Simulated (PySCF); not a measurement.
**Structure elucidation problem**

The spectra below were simulated for a compound C3H5Cl3O3Si.

1H NMR (400 MHz, computed): δ 6.54 (br s, 1H), 4.89 (s, 2H), 4.86 (s, 2H).

13C{1H} NMR (computed): δ 174.1 (C), 112.8 (C), 65.8 (CH2).

[PySCF 2.14.0 with density-fitted response routines: σ from GIAO-PBE0/pcSseg-1; structure optimised with GFN2-xTB; one conformer; relativity neglected; fast rotation and ring inversion assumed for equivalent nuclei; in vacuum]

Referencing at the same level of theory: 1H (σref 31.72), 13C (σref 186.93) against TMS.

Question: Propose a structure and justify it.

Answer: 
- Rings plus π bonds: 1 (no ring in the answer).
- 3 carbon signals for 3 carbons: no two carbons are equivalent.
- Carbon types of the structure: 2 × C, 1 × CH2, leaving 3 H on heteroatoms.
- δC 174.1: carboxylic acid carbon; lone-pair donation from the attached heteroatom keeps it upfield of a ketone carbonyl.
- δC 112.8: fully substituted sp3 carbon bonded to 3 Cl and Si; 3 electronegative neighbours deshield it.
- δC 65.8: sp3 CH2 bonded to O, α to a carbonyl; deshielded by the electronegative neighbour.
- δH 6.54: hydrogen on an acid hydroxyl oxygen; exchangeable, gas-phase position.
- δH 4.89: hydrogen on an sp3 CH2 bonded to O, α to a carbonyl; its carbon carries O, an electronegative neighbour.
- δH 4.86: hydrogen on a silicon bonded to C, O.

The compound is `O=C(O)CO[SiH2]C(Cl)(Cl)Cl`.

The shifts were computed for this structure.

OH/NH shifts are gas-phase values; hydrogen bonding in solution moves them, usually downfield. Carbons that carry Cl, above all several Cl atoms, come out too deshielded, partly because spin–orbit coupling is missing. Shifts are as computed. Against solution values, carbons near 30 ppm lie about +3 ppm off and those near 130 ppm about +5 ppm; carbons on Cl a further +6 ppm. Of 1309 compounds with measured shifts, 239 miss one by over three times the rms of a fit or turn the order of signals round; such compounds aren't used in these exercises. Hydrogen bonding in solution deshields acid and N–H amide carbonyl carbons by as much as 10 ppm beyond these values. Multiplicities follow the n + 1 count of equivalent neighbours, as no J values were calculated; m marks all less simple cases, F and P coupling included.
